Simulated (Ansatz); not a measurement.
B3LYP has the VWN-RPA correlation part, as in Gaussian. 

Z-matrix (Å, degrees):
```
C
H 1 1.1039
C 1 1.5327 2 109.38
H 3 1.1010 1 111.63 2 56.88
H 3 1.1023 4 107.85 1 -122.05
H 3 1.1032 4 108.02 5 -116.01
C 1 1.5328 2 109.32 3 -124.28
H 7 1.1010 1 111.52 2 -57.06
H 7 1.1023 8 107.87 1 122.11
H 7 1.1032 8 108.00 9 116.06
Ge 1 1.9483 2 105.14 7 -117.78
O 11 1.7852 1 112.09 2 -64.32
H 12 0.9671 11 110.91 1 127.42
O 11 1.7852 12 107.67 13 4.00
H 14 0.9672 11 110.80 12 -109.85
O 11 1.7864 12 107.17 13 -111.03
H 16 0.9669 11 111.04 12 4.48
```
Charge 0, spin multiplicity 1.

Give the total energy, HOMO, dipole moment, vertical ionisation energy (Delta-SCF), HOMO–LUMO gap and LUMO at the level B3LYP-D3(BJ)/def2-TZVP // B3LYP-D3(BJ)/def2-SVP run with Ansatz (a program for electronic structure).


```
Quantity                                        Value
--------------------------------------  -------------
total energy                            -2423.3347 Ha
HOMO                                         -7.76 eV
dipole moment                                  0.26 D
vertical ionisation energy (Delta-SCF)        9.78 eV
HOMO–LUMO gap                                 7.58 eV
LUMO                                         -0.19 eV
```
